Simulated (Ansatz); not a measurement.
Two members of one family (GaP nanocrystals, H-capped), computed with Ansatz in the gas phase. Binding counts from free atoms in the multiplicity of their measured ground term, without zero-point energy. Sets without diffuse functions give affinities that are too small. A dash marks a value that wasn't run or was left out as unsound. The structures are stationary points that may keep the symmetry of their start. Remarks come from the PBE and PBE0 runs and from stability tests at other levels; not every state was tested. A HOMO above zero means that the electron is unbound at that level and held by the basis, or that self-interaction error raises the level; the energy of removing that electron tells which. HOMO above LUMO (over both spins in singlets and doublets, within one spin in higher multiplets; at PBE or PBE0), or a gap under 0.15 eV within one spin, warns that the state may not be the lowest or that an electron is smeared out.

First: Ga12P12H32, cut from zinc blende (singlet, charge 0, PBE-D4/def2-SVP geometry).

Cartesian coordinates in Å:
```
Ga 0.1100 -0.7662 4.6316
Ga 2.6136 -4.3369 -0.0464
Ga -1.0383 -3.1283 -2.8551
Ga -3.1260 0.7568 2.7162
Ga -3.6780 -0.4592 -1.3650
Ga -0.7350 -1.7143 0.8701
Ga 2.4827 0.5247 1.6550
Ga 1.5679 -0.5309 -1.8760
Ga -0.7903 1.8916 -0.1979
Ga 0.0495 3.1678 3.4663
Ga -1.1049 1.0327 -4.0926
Ga 2.4845 3.6859 -2.4289
P 0.7719 -3.5257 1.3197
P -1.6493 -1.0830 2.9498
P 1.2473 1.0910 3.6174
P -2.1963 -2.2590 -0.8997
P 3.0603 -2.3527 -1.4009
P 0.0027 -1.0470 -3.5286
P -4.5175 0.1729 0.8131
P -1.7038 2.4691 1.8971
P -2.2497 1.3437 -1.9684
P 0.6256 0.0611 0.1725
P 3.0009 1.2976 -2.4853
P 0.6648 3.6963 -0.8144
H -0.6250 -0.3352 5.9619
H 1.0066 -2.0745 4.5323
H 3.8571 -4.5034 0.9067
H 2.0269 -5.4160 -1.0265
H -2.1177 -3.5651 -3.9185
H 0.1178 -4.0652 -2.3132
H -4.0342 1.1094 3.9509
H -4.8515 -0.7735 -2.3662
H 3.2389 -0.8708 1.7813
H 3.2077 1.7788 0.9946
H -0.6842 3.5102 4.8214
H 0.9094 4.2363 2.6631
H -2.1900 0.7866 -5.2093
H 0.0199 2.1461 -4.1644
H 1.8664 4.0379 -3.8298
H 3.7173 4.3826 -1.7405
H -0.0391 -4.6558 1.6514
H 1.2433 -3.2053 2.6325
H -2.4808 -2.1800 3.3495
H 2.2467 1.3975 4.5994
H -3.0448 -3.3006 -0.4018
H 3.5772 -2.7830 -2.6628
H 4.2441 -1.7371 -0.8891
H 0.8227 -1.3703 -4.6599
H -5.4388 -0.8423 1.2273
H -5.4695 1.2236 0.6163
H -2.5694 3.5822 1.6424
H -3.1316 2.4643 -2.1122
H 4.1977 1.0971 -1.7314
H 3.5160 0.9852 -3.7822
H 1.1448 4.1426 0.4576
H -0.1761 4.8099 -1.1306
```

| level | HOMO (eV) | LUMO (eV) | gap (eV) | vertical EA (eV) | binding per atom (eV) |
| --- | --- | --- | --- | --- | --- |
| PBE-D4/def2-SVP | -5.93 | -2.13 | 3.80 | – | 2.80 |
| PBE-D4/def2-TZVP | -5.99 | -2.28 | 3.71 | 1.04 | 2.79 |
| r2SCAN-D4/def2-TZVP | -6.23 | -2.12 | 4.12 | – | 2.80 |
| PBE0-D4/def2-SVP | -6.96 | -1.42 | 5.54 | – | 2.79 |
| PBE0-D4/def2-TZVP | -6.98 | -1.55 | 5.43 | 0.74 | 2.79 |

Remarks: HOMO above zero (-1 doublet), gap within one spin near zero at PBE or PBE0 (-1 doublet).

Second: Ga13P13H30, cut from zinc blende (singlet, charge 0, PBE-D4/def2-SVP geometry).

Cartesian coordinates in Å:
```
Ga 0.7271 -0.4684 2.9132
Ga 4.0308 -0.9512 0.6010
Ga 2.2081 -4.1261 2.0167
Ga -1.2628 -2.7215 0.4815
Ga 2.0782 -3.1627 -1.7863
Ga 2.5845 2.8877 1.5788
Ga -0.5681 3.2370 3.8946
Ga -2.5880 0.7992 1.3776
Ga -0.6683 4.1304 0.0715
Ga 0.5578 0.4269 -0.8516
Ga -1.5371 -1.7821 -3.4600
Ga -2.8386 1.6727 -2.5807
Ga -4.7293 -1.4761 -1.1942
P 2.6600 -1.7581 2.3403
P 1.3091 1.8279 3.2531
P 4.4040 1.3755 1.1105
P -0.6189 -0.4741 0.9466
P 2.5089 -0.8744 -1.2419
P 0.7909 -3.8743 0.0561
P -2.5856 -2.5844 -1.5084
P 0.5287 -3.0137 -3.6275
P 1.1757 2.6645 -0.3404
P -1.8044 3.0180 1.8112
P -3.8312 0.7220 -0.6653
P -2.0530 3.8426 -1.8816
P -0.8241 0.3993 -2.7854
H -0.0122 -1.0666 4.1692
H 5.3824 -1.6885 0.2747
H 1.3110 -4.6278 3.2155
H 3.5548 -4.8146 1.5523
H -2.0647 -3.3907 1.6610
H 3.3673 -3.9713 -2.1876
H 3.1064 4.3538 1.8136
H -1.3771 2.4962 5.0305
H -0.0428 4.7266 3.9901
H -3.4314 0.2400 2.5858
H -0.2497 5.6367 0.2581
H -2.3234 -1.7960 -4.8241
H -3.6658 1.7674 -3.9163
H -5.4036 -2.0622 0.1074
H -5.4341 -1.3816 -2.6076
H 3.5159 -1.6923 3.4879
H 2.1883 1.8345 4.3870
H 5.3123 1.4371 2.2147
H 5.2653 1.9518 0.1216
H 3.2093 -0.2966 -2.3503
H 0.4111 -5.2082 -0.3075
H -2.9098 -3.9391 -1.8454
H 0.2063 -4.3483 -4.0318
H 1.2288 -2.6185 -4.8126
H 1.8957 3.1903 -1.4628
H -2.9850 3.8108 1.9899
H -4.9785 1.5535 -0.4463
H -3.1969 4.6895 -1.7303
H -1.4593 4.5197 -2.9950
H -0.0750 0.9578 -3.8708
```

Task: Estimate how these quantities change from the first to the second (second minus first).

Result: 
| level | Δ HOMO (eV) | Δ LUMO (eV) | Δ gap (eV) | Δ vertical EA (eV) | Δ binding per atom (eV) |
| --- | --- | --- | --- | --- | --- |
| PBE-D4/def2-SVP | 0.00 | 0.08 | 0.08 | – | 0.07 |
| PBE-D4/def2-TZVP | 0.02 | 0.09 | 0.07 | -0.09 | 0.07 |
| r2SCAN-D4/def2-TZVP | 0.02 | 0.06 | 0.04 | – | 0.06 |
| PBE0-D4/def2-SVP | 0.02 | 0.07 | 0.05 | – | 0.07 |
| PBE0-D4/def2-TZVP | 0.03 | 0.08 | 0.05 | -0.07 | 0.07 |

Remarks: HOMO above zero (-1 doublet), gap within one spin near zero at PBE or PBE0 (-1 doublet).
